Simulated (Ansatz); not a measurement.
The lowest singlet and triplet of NH2 (SMILES [NH2+]); geometries from B3LYP-D3(BJ)/def2-TZVP, each state relaxed from the structure named, with no frequency check.
Singlet at the triplet's geometry (charge 1, multiplicity 1):
```xyz
3

N      0.000    -0.051     0.000
H     -1.011     0.177     0.000
H      1.010     0.182     0.000
```

```json
[
 {"level": "R-HF/cc-pVDZ", "gap E(singlet) − E(triplet), vertical, at the triplet's geometry (eV)": "2.960", "cost": "-"},
 {"level": "R-HF/cc-pVTZ", "gap E(singlet) − E(triplet), vertical, at the triplet's geometry (eV)": "2.948", "cost": "-"},
 {"level": "R-SVWN5/def2-TZVPP", "gap E(singlet) − E(triplet), vertical, at the triplet's geometry (eV)": "2.260", "cost": "×0.7"},
 {"level": "U-PBE/def2-TZVPP (spin-contaminated)", "gap E(singlet) − E(triplet), vertical, at the triplet's geometry (eV)": "0.676", "cost": "×2"},
 {"level": "R-r2SCAN/def2-TZVPP", "gap E(singlet) − E(triplet), vertical, at the triplet's geometry (eV)": "2.651", "cost": "×2"},
 {"level": "U-r2SCAN/def2-TZVPP (spin-contaminated)", "gap E(singlet) − E(triplet), vertical, at the triplet's geometry (eV)": "0.634", "cost": "×5"},
 {"level": "R-BHLYP/def2-TZVPP", "gap E(singlet) − E(triplet), vertical, at the triplet's geometry (eV)": "2.271", "cost": "×0.9"},
 {"level": "U-wB97X-V/def2-TZVPP (spin-contaminated)", "gap E(singlet) − E(triplet), vertical, at the triplet's geometry (eV)": "0.702", "cost": "×5"},
 {"level": "R-wB97M-V/def2-TZVPP", "gap E(singlet) − E(triplet), vertical, at the triplet's geometry (eV)": "2.055", "cost": "×3"},
 {"level": "R-SCS-MP2/cc-pVQZ", "gap E(singlet) − E(triplet), vertical, at the triplet's geometry (eV)": "2.036", "cost": "-"},
 {"level": "R-CCSD/cc-pVDZ", "gap E(singlet) − E(triplet), vertical, at the triplet's geometry (eV)": "2.226", "cost": "-"},
 {"level": "R-CCSD/cc-pVTZ", "gap E(singlet) − E(triplet), vertical, at the triplet's geometry (eV)": "2.115", "cost": "-"},
 {"level": "R-CCSD(T)/cc-pVTZ", "gap E(singlet) − E(triplet), vertical, at the triplet's geometry (eV)": "1.992", "cost": "×2"},
 {"level": "R-CCSDT/cc-pVTZ", "gap E(singlet) − E(triplet), vertical, at the triplet's geometry (eV)": "1.865", "cost": "-"},
 {"level": "R-CCSDT(Q)/cc-pVDZ", "gap E(singlet) − E(triplet), vertical, at the triplet's geometry (eV)": "1.995", "cost": "×4"},
 {"level": "SA-CASSCF(6,6)/cc-pVTZ", "gap E(singlet) − E(triplet), vertical, at the triplet's geometry (eV)": "2.196", "cost": "-"},
 {"level": "FIC-NEVPT4(SD) on SA-CASSCF(6,6)/cc-pVDZ", "gap E(singlet) − E(triplet), vertical, at the triplet's geometry (eV)": "1.994", "cost": "-"},
 {"level": "FIC-NEVPT4(SD) on SA-CASSCF(6,6)/cc-pVTZ", "gap E(singlet) − E(triplet), vertical, at the triplet's geometry (eV)": "1.841", "cost": "-"},
 {"level": "FIC-MRCISD+Q on SA-CASSCF(6,6)/cc-pVDZ", "gap E(singlet) − E(triplet), vertical, at the triplet's geometry (eV)": "1.987", "cost": "-"},
 {"level": "FIC-MRCISD+Q on SA-CASSCF(6,6)/cc-pVQZ", "gap E(singlet) − E(triplet), vertical, at the triplet's geometry (eV)": "1.788", "cost": "-"}
]
```

The rows run from 0.634 (U-r2SCAN/def2-TZVPP (spin-contaminated)) to 2.960 eV (R-HF/cc-pVDZ). In cc-pVTZ the value moves R-HF 2.948, R-CCSD 2.115, R-CCSD(T) 1.992, a shift of -0.956 from R-HF to R-CCSD(T). The 4 R-functionals in def2-TZVPP without D3 or D4 span 0.597, from R-wB97M-V to R-r2SCAN.

A positive gap puts the triplet lower; no zero-point energy. R- takes a restricted singlet. U- takes an unrestricted singlet (broken symmetry where lower, unprojected). The triplet is unrestricted in single-reference levels. Active spaces average the two states.

Correlated levels freeze the cores.

Doubts at one or more of the structures used: a restricted determinant that unrestricted orbitals would lower (R-HF/cc-pVDZ, R-HF/cc-pVTZ, R-SVWN5/def2-TZVPP, R-r2SCAN/def2-TZVPP, R-BHLYP/def2-TZVPP, R-wB97M-V/def2-TZVPP, R-SCS-MP2/cc-pVQZ, R-CCSD/cc-pVDZ, R-CCSD/cc-pVTZ, R-CCSD(T)/cc-pVTZ, R-CCSDT/cc-pVTZ, R-CCSDT(Q)/cc-pVDZ); other coupled-cluster roots lie near (R-CCSDT/cc-pVTZ, R-CCSDT(Q)/cc-pVDZ).

Programs: Ansatz (a program for electronic structure) with Gaussian orbitals. Values without a source in brackets are computed.

Costs are rough ratios of core time to R-PBE/def2-TZVPP (about 1.6 s over the structures, on one shared machine); a dash marks a level with no comparable run of its own.
